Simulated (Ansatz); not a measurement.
Basis-set series for F2H3NSSi (`N[Si](F)(F)S`). Total charge 0; spin multiplicity 1. The geometry is a stationary point of PBE0-D4/def2-TZVP. It is one conformer, not always the lowest.

| functional | basis | functions | energy (Eh) | HOMO (eV) | LUMO (eV) |
| --- | --- | --- | --- | --- | --- |
| PBE0-D4 | def2-SVP | 93 | -943.19593 | -7.86 | 0.79 |
| PBE0-D4 | def2-TZVPP | 219 | -943.77453 | -8.02 | 0.30 |
| ωB97M-V | def2-SVP | 93 | -943.59537 | -10.05 | 2.68 |
| ωB97M-V | def2-TZVPP | 219 | -944.17932 | -10.24 | 1.96 |

(1) Give the rows for def2-QZVPP. (Estimate.)

Answers

(1) The calculation gave: 
| functional | basis | functions | energy (Eh) | HOMO (eV) | LUMO (eV) |
| --- | --- | --- | --- | --- | --- |
| PBE0-D4 | def2-QZVPP | 401 | -943.81184 | -8.06 | 0.03 |
| ωB97M-V | def2-QZVPP | 401 | -944.21440 | -10.29 | 1.38 |

Positive LUMOs are unbound and depend on the basis.

All numbers were calculated with Ansatz.
